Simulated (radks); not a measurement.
Removal energies from the thallium ion Tl11+, [Xe] 4f14 5d2, by Delta-SCF beside the eigenvalue of the level emptied. Calculated with a radial shooting solver on a logarithmic mesh with Libxc functionals: scalar-relativistic Kohn-Sham, BLYP, spin-polarised, spherical densities, finite nucleus; Fermi nuclear charge, rms radius of each element as measured or else 0.836 A^(1/3) + 0.57 fm. Open shells are filled with parallel spins first.

| removed from | final configuration | Delta-SCF (eV) | -eigenvalue (eV) |
|---|---|---|---|
| 5d | [Xe] 4f14 5d1 | 197.11 | 187.22 |
| 5p | [Kr] 4d10 4f14 5s2 5p5 5d2 | 267.17 | 256.09 |
| 4f | [Xe] 4f13 5d2 | 326.43 | 307.30 |
| 5s | [Kr] 4d10 4f14 5s1 5p6 5d2 | 327.59 | 315.48 |
